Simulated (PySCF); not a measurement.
# Dipole response of Os⁺ (osmium, charge +1)

[Xe] 4f14 5d6 6s1, high-spin 6D determinant. All numbers are calculated (PySCF 2.14, scalar relativity by spin-free X2C-1e, in ANO-RCC-VTZP (8s7p5d3f2g1h, 104 functions)). Coupled (time-dependent) response in atomic units; α is the mean over directions. The basis has no added diffuse functions, which lowers α and C₆.

```tsv
method	mean α (bohr³)	α xx, yy, zz	C₆ (like pair)	S(−4)
PBE	25.24	25.68, 25.68, 24.35	191.8	266.0
```

S(−4) is the Cauchy moment in α(ω) = α(0) + S(−4) ω² + …

Spin-orbit coupling is absent.

α(iu) at PBE:

| u (hartree) | α(iu) (bohr³) |
| --- | --- |
| 0 | 25.24 |
| 0.0500 | 24.59 |
| 0.100 | 22.89 |
| 0.200 | 18.28 |
| 0.300 | 14.24 |
| 0.500 | 9.388 |
| 0.750 | 6.598 |
| 1.00 | 5.135 |
| 1.50 | 3.512 |
| 2.00 | 2.575 |
| 3.00 | 1.550 |
| 5.00 | 0.7472 |

For an ion, C₆ is the dispersion term alone; charge-induced terms of lower order in 1/R come first.

The components differ because the open shell of this determinant is not spherical; for a pure term their mean is the scalar polarisability.

Spin-orbit coupling, absent here, splits the open shell strongly.
